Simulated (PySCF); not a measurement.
CH₅CdNO, SMILES C[O][Cd][NH2].

Geometry: B3LYP-D3(BJ)/def2-SVP. The structure was generated by enumeration; whether it is a known compound was not checked. The def2 effective core potentials stand for the cores of Cd; spin–orbit coupling is left out. The values are those of a single conformer.

These are TDA-PBE/def2-SVPD run with PySCF values and carry that method's errors.

Vertical excitations. Gas-phase values at a fixed geometry. State labels are in the subgroup Cs.

Computed UV-visible absorptions:
```json
[
 {"state": "S1", "symmetry": "A\"", "energy (eV)": "3.79", "λ (nm)": "327", "f": "0.004", "main pairs": "HOMO→LUMO 100 %"},
 {"state": "S2", "symmetry": "A'", "energy (eV)": "4.30", "λ (nm)": "288", "f": "0.024", "main pairs": "HOMO−1→LUMO 79 %, HOMO−2→LUMO 16 %"},
 {"state": "S3", "symmetry": "A'", "energy (eV)": "4.55", "λ (nm)": "273", "f": "0.055", "main pairs": "HOMO−2→LUMO 58 %, HOMO→LUMO+1 27 %, HOMO−1→LUMO 11 %"},
 {"state": "S4", "symmetry": "A\"", "energy (eV)": "4.91", "λ (nm)": "252", "f": "0.001", "main pairs": "HOMO→LUMO+2 100 %"},
 {"state": "S5", "symmetry": "A\"", "energy (eV)": "5.08", "λ (nm)": "244", "f": "0.008", "main pairs": "HOMO−1→LUMO+1 98 %"},
 {"state": "S6", "symmetry": "A'", "energy (eV)": "5.16", "λ (nm)": "240", "f": "0.109", "main pairs": "HOMO→LUMO+1 62 %, HOMO−2→LUMO 17 %, HOMO−2→LUMO+2 15 %"},
 {"state": "S7", "symmetry": "A\"", "energy (eV)": "5.39", "λ (nm)": "230", "f": "0.015", "main pairs": "HOMO−2→LUMO+1 98 %"},
 {"state": "S8", "symmetry": "A'", "energy (eV)": "5.56", "λ (nm)": "223", "f": "0.014", "main pairs": "HOMO−1→LUMO+2 53 %, HOMO−2→LUMO+2 35 %"},
 {"state": "S9", "symmetry": "A'", "energy (eV)": "5.76", "λ (nm)": "215", "f": "0.099", "main pairs": "HOMO−2→LUMO+2 47 %, HOMO−1→LUMO+2 32 %"},
 {"state": "S10", "symmetry": "A\"", "energy (eV)": "6.13", "λ (nm)": "202", "f": "0.001", "main pairs": "HOMO→LUMO+3 99 %"},
 {"state": "T1", "symmetry": "A\"", "energy (eV)": "3.48", "λ (nm)": "356", "f": "0", "main pairs": "HOMO→LUMO 100 %"},
 {"state": "T2", "symmetry": "A'", "energy (eV)": "3.65", "λ (nm)": "339", "f": "0", "main pairs": "HOMO−1→LUMO 98 %"},
 {"state": "T3", "symmetry": "A'", "energy (eV)": "3.94", "λ (nm)": "314", "f": "0", "main pairs": "HOMO−2→LUMO 98 %"},
 {"state": "T4", "symmetry": "A'", "energy (eV)": "4.61", "λ (nm)": "269", "f": "0", "main pairs": "HOMO→LUMO+1 99 %"}
]
```
Triplets are in the Tamm–Dancoff approximation.
